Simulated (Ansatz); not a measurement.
Species: sum formula H3SiSO3 (charge -1, singlet). It need not be the lowest isomer of its formula. Whether it binds its extra electron was not tested at this geometry. 
Geometry from a B3LYP-D3(BJ)/def2-TZVP (Ansatz, a first-principles code) optimisation:
```xyz
8

O      0.6120    -1.5238    -0.7663
Si     0.0079    -0.0361    -0.2752
O     -1.4858     0.0653    -1.0354
O      0.9574     1.0780    -1.0978
S     -0.0504     0.2293     1.7473
H      1.0925    -1.9060    -0.0267
H     -2.1661    -0.0436    -0.3651
H      1.0998     1.8304    -0.5168
```
Charge -1, spin multiplicity 1.

Basis-set convergence of Hartree-Fock and CCSD correlation energies (hartree) with Ansatz. Valence correlation only, unless marked. No spin-orbit coupling. Non-relativistic.

```tsv
basis	functions	E(HF)	E(corr, CCSD)
aug-cc-pV(D+d)Z	160	-913.09658	-0.88280
aug-cc-pV(T+d)Z	317	-913.18830	-1.06810
aug-cc-pV(Q+d)Z	556	-913.21006	-1.13174
```

Extrapolating the two largest sets (X = 3 and 4) as X^-3: E(corr) = (64·(-1.13174) - 27·(-1.06810))/37 = -1.1782 Eh, an estimate of the basis-set limit. The largest set recovers 96.1 % of it, the smallest 74.9 %.
